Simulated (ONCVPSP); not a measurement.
**Configuration tests for beryllium (ONCV)**

Be, optimised norm-conserving Vanderbilt (ONCV), made with ONCVPSP 4.0.1 (PBE, scalar-relativistic). Core none, reference 1s2 2s1 2p1. Waves: 1s+2s: rc 0.85 bohr, ncon 5, nbas 10, qcut 11 1/bohr, 2 projectors; 2p: rc 4.00 bohr, ncon 3, nbas 8, qcut 4 1/bohr, 2 projectors, debl 2.1 Ha; d scattering state at 0.18 Ha: rc 3.60 bohr, ncon 4, nbas 9, qcut 2.7 1/bohr, 2 projectors, debl 3.6 Ha. Local part: polynomial inside 0.65 bohr (lpopt 5, dvloc0 2 Ha). Core correction: none.

Energies are relative to the spin-unpolarised reference configuration 1s2 2s1 2p1; without spin polarisation the order of configurations can differ from experiment.

| valence configuration | charge | ΔE all-electron (eV) | error AE − PS (meV) |
| --- | --- | --- | --- |
| 1s2 2s2 2p0 | 0 | -3.612 | -23 |
| 1s2 2s0 2p0 | +2 | 23.886 | +185 |
| 1s2 2s0 2p2 | 0 | 3.639 | -25 |

Task: What are ΔE and the potential's error for 1s2 2s1 2p0?

Result: ΔE = 5.938 eV all-electron; the error (AE − PS) is +56 meV.

Levels in the configuration 1s2 2s0 2p0:

```
level  all-electron (eV)  pseudo (eV)
   1s           -132.283     -131.661
```
